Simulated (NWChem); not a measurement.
System: C3H2F3O, doublet; SMILES [CH]=C(O)C(F)(F)F

Here is an NWChem input.

```
start job
memory heap 200 mb stack 900 mb global 1100 mb
geometry units angstroms
  C      1.027670     1.665870    -0.746275
  C      0.912866     0.470030    -0.260249
  O      1.880238    -0.434687     0.025260
  C     -0.459345    -0.145189     0.093940
  F     -0.690312    -1.257443    -0.605667
  F     -0.533139    -0.461481     1.388280
  F     -1.465592     0.692083    -0.178240
  H      0.417435     2.486322    -1.025870
  H      2.748636    -0.071267    -0.188094
end
basis spherical
  * library def2-svp
end
dft
  odft
  mult 2
  xc pbe0
  iterations 150
end
driver
  maxiter 120
end
task dft optimize
```

No frequency run checked for a minimum.

The level has its own optimisation. Brackets give each atom's bonded neighbours.

Q: Give the results of this calculation. (PBE0/def2-SVP, spin-unrestricted.) Quantities: r C–C [C(CCO)–C(CH)] (Å); r C–H (Å); r C–O (Å); r C–C [C(CCO)–C(CFFF)] (Å); dipole (D).

A: 
```
Item                        Result
--------------------------  ------
r C–C [C(CCO)–C(CH)] (Å)     1.319
r C–H (Å)                    1.085
r C–O (Å)                    1.346
r C–C [C(CCO)–C(CFFF)] (Å)   1.517
dipole (D)                    2.47
```
